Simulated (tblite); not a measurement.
Question: Give a GFN2-xTB geometry of `[CH2]N(C)[SiH2]O` [radical]. (Doublet state.)

Answer: 
```
atom  x, y, z in Å
C1    -0.936   -0.242    1.077
N2    -0.293    0.118   -0.082
C3    -1.108    0.820   -1.042
Si4    1.281   -0.482   -0.521
O5     2.136   -0.810    0.815
H6    -0.432   -0.907    1.748
H7    -1.997   -0.108    1.146
H8    -1.861    0.157   -1.480
H9    -0.484    1.210   -1.842
H10   -1.627    1.651   -0.558
H11    1.297   -1.795   -1.162
H12    1.859    0.590   -1.331
H13    2.159   -0.202    1.550
```

Any rigid rotation of these coordinates is as good. Atoms count from 1 in this order. N2 (nitrogen bonded to 2 C and Si) is almost planar (angles 123.1°, 120.8° and 115.1°, sum 359.0°, 0.09 Å off the plane of its three neighbours). The 2 C–N bonds span 1.374 Å (C1–N2, drawn single) to 1.441 Å (N2–C3, drawn single), a spread of 0.067 Å. Of the pairs four or more bonds apart, O5···H6 is among the closest relative to their van der Waals radii: 2.73 Å, 101 % of the sum of Bondi's values. C1 (carbon bonded to N and 2 H) is almost planar (angles 120.2°, 119.0° and 118.2°, sum 357.4°, 0.11 Å off the plane of its three neighbours).

Bonds between heavy atoms (Å): C1–N2 1.374, N2–C3 1.441, N2–Si4 1.740, Si4–O5 1.620.

Computed geometry: GFN2-xTB, gas phase. This method treats the open shell by occupation alone, without spin polarisation.

Point group: C1 (no symmetry element, even within 0.4 Å). Its GFN2-xTB frequencies are all real (lowest 69 cm⁻¹). Torsions: H–C1–N2–C3 170° and 8°, C1–N2–Si4–O5 -29°, N2–Si4–O5–H -45°.

Time: 0.37 s. Hardware: one thread, Arm Neoverse V1 (aarch64) (shared host). This is the geometry optimisation.

One conformer stands for the species.
